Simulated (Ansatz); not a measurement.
Reaction (formal exchange of groups at the Al–H bond): `[CH3][AlH][SH]` + `FC1=C[C@H](F)[C@H]1F` → `[CH3][Al]([F])[SH]` + `FC1=CC(F)C1`

Computed with Ansatz on PBE0-D4/def2-TZVP structures; ΔE is electronic, products minus reactants. CCSD(T)/CBS is the MP2 limit (def2-TZVPP, def2-QZVPP) plus CCSD(T) − MP2 in def2-TZVPP, frozen cores. This one scheme is used for every species. DFT in def2-TZVPP. B3LYP here is the variant with VWN-RPA as its local correlation; programs differ in this. HSE06 is defined as in plane-wave codes. One conformer a species, not always the lowest.

```csv
level,ΔE (kcal/mol),difference from CCSD(T)/CBS
LDA (SPW92),-59.4,5.7
B97M-V,-60.9,4.2
PBE0-D4,-61.4,3.7
r2SCANh-D4,-63.3,1.8
HSE06-D4,-61.2,3.9
BHLYP-D4,-63.5,1.6
ωB97X-V,-61.4,3.7
ωB97M-V,-62.4,2.7
B2PLYP,-64.2,0.9
PBE,-60.4,4.7
B3LYP,-62.6,2.5
HSE06,-61.3,3.8
LC-ωPBE,-62.6,2.5
MP2/def2-SVP,-64.1,1.0
CCSD/def2-SVP,-61.6,3.5
HF/def2-QZVPP,-62.8,2.3
CCSD(T)/CBS,-65.1,0
```

Largest T1 diagnostic among the species: 0.012.

From BLYP to BHLYP (50 % exact exchange), in def2-TZVPP and without D4, ΔE moves by −1.6 kcal/mol. In def2-TZVPP, CCSD(T) changes the Hartree–Fock value by −1.5 kcal/mol (the triples alone add +0.2 kcal/mol) and MP2 by −4.6 kcal/mol.
